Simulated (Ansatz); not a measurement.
F₃Fe, SMILES [F][Fe-]([F])[F] (connectivity only; charge and spin as stated), charge -1, multiplicity 5.

Geometry: r2SCAN-D4/def2-SVPD. The spin state was assumed, not searched.

Two levels are set side by side: PBE/def2-SVPD (Ansatz, a first-principles code) and ωB97X-V/def2-SVPD (Ansatz). Energy differences of separate SCF runs at the same geometry; the states with an electron removed or added have multiplicity 6. Differences are taken from unrounded values.

```
quantity                         ωB97X-V   PBE  PBE minus ωB97X-V
-------------------------------  -------  ----  -----------------
vertical ionisation energy (eV)     4.08  3.36              -0.72
```
